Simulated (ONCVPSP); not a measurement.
# Which change was made? (Be, ONCV)

```
Element                 : Be
Generator               : ONCVPSP 4.0.1
Type                    : optimised norm-conserving Vanderbilt (ONCV)
Functional              : LDA (Perdew-Wang 92)
Relativity              : non-relativistic
Frozen core             : none
Valence charge          : 4
Reference configuration : 1s2 2s1 2p1
Partial waves           : 1s+2s: rc 0.95 bohr, ncon 4, nbas 8, qcut 12.7 1/bohr, 2 projectors; 2p: rc 3.35 bohr, ncon 4, nbas 7, qcut 4 1/bohr, 2 projectors, debl 1.7 Ha; d scattering state at 0.45 Ha: rc 3.65 bohr, ncon 4, nbas 9, qcut 2.2 1/bohr, 2 projectors, debl 1.7 Ha
Local potential         : polynomial inside 0.85 bohr (lpopt 5, dvloc0 0 Ha)
Core correction         : none
```

Cutoffs, loose and tight: the cutoffs (Ha) at which the residual kinetic energy of the hardest occupied pseudo-wave falls to 1 and 0.1 mHa per electron. They do not see the model core or the augmentation charge, which bear on the density cutoff. Test errors are all-electron minus pseudo excitation energies from the reference, over the configurations 1s2 2s2 2p0; 1s2 2s1 2p0; 1s2 2s0 2p0; 1s2 2s0 2p2; variants that change the core or the reference have their own tests.

The base gives: outcome: generated; cutoff, loose: 61 Ha; cutoff, tight: 71 Ha; bound ghosts: p; GHOST(+) flags above zero: none; largest test error (meV): +105.

(1) After one change the result is: outcome: generated; cutoff, loose: 54 Ha; cutoff, tight: 63 Ha; bound ghosts: p; GHOST(+) flags above zero: none; largest test error (meV): +149. Which change was it?
A. core [He], valence charge 2; reference 2s2; waves now 2s: rc 2.10 bohr, ncon 3, nbas 6, qcut 3.7 1/bohr, 2 projectors, debl 2.9 Ha; p scattering state at 0.37 Ha: rc 1.65 bohr, ncon 4, nbas 7, qcut 4.4 1/bohr, local; d scattering state at 0.08 Ha: rc 2.25 bohr, ncon 4, nbas 7, qcut 3.6 1/bohr, 2 projectors, debl 3 Ha; local potential the p channel; core correction Teter function, fcfact 2, rcfact 1.4
B. all radii scaled by about 1.15 (s 1.10, p 3.84, d 4.18 bohr); local potential polynomial inside 0.98 bohr (lpopt 5, dvloc0 0 Ha)
C. reference 1s2 2s2; wave 2p: rc 3.35 bohr, ncon 4, nbas 7, qcut 4 1/bohr, 2 projectors, debl 1.7 Ha becomes p scattering state at 0.21 Ha: rc 3.35 bohr, ncon 4, nbas 7, qcut 4 1/bohr, 2 projectors, debl 1.7 Ha

Answers

(1) B. The others give: core [He], valence charge 2; reference 2s2; waves now 2s: rc 2.10 bohr, ncon 3, nbas 6, qcut 3.7 1/bohr, 2 projectors, debl 2.9 Ha; p scattering state at 0.37 Ha: rc 1.65 bohr, ncon 4, nbas 7, qcut 4.4 1/bohr, local; d scattering state at 0.08 Ha: rc 2.25 bohr, ncon 4, nbas 7, qcut 3.6 1/bohr, 2 projectors, debl 3 Ha; local potential the p channel; core correction Teter function, fcfact 2, rcfact 1.4 → outcome: generated, projector energies reset by the program; cutoff, loose: 4.6 Ha; cutoff, tight: 6.6 Ha; bound ghosts: none; GHOST(+) flags above zero: none; largest test error (meV): +7.5 | reference 1s2 2s2; wave 2p: rc 3.35 bohr, ncon 4, nbas 7, qcut 4 1/bohr, 2 projectors, debl 1.7 Ha becomes p scattering state at 0.21 Ha: rc 3.35 bohr, ncon 4, nbas 7, qcut 4 1/bohr, 2 projectors, debl 1.7 Ha → outcome: generated, projector energies reset by the program; cutoff, loose: 61 Ha; cutoff, tight: 71 Ha; bound ghosts: p; GHOST(+) flags above zero: none; largest test error (meV): -11.
